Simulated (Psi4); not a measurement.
H$_{4}$AlAs (SMILES [AlH2][AsH2]), singlet, at the geometry of the source list.

Psi4 was given this input:
```
memory 2 GB

molecule {
0 1
  Al   -0.80930000   -0.08330000   -0.38820000
  As    1.56970000    0.22480000   -0.37650000
  H     1.43630000   -0.91520000    0.63740000
  H     1.20590000    1.18360000    0.74150000
  H    -1.77620000    0.83790000    0.41490000
  H    -1.62650000   -1.24790000   -1.02920000
}

set basis cc-pv(d+d)z

energy('pbe')
print_variables()
```

What does this run give for the nuclear repulsion energy, dipole moment, number of basis functions, total energy?


The nuclear repulsion energy comes out as 142.5584 Eh. The dipole moment is 0.45 D. The number of basis functions comes out as 70 and the total energy is -2480.1729 Eh.
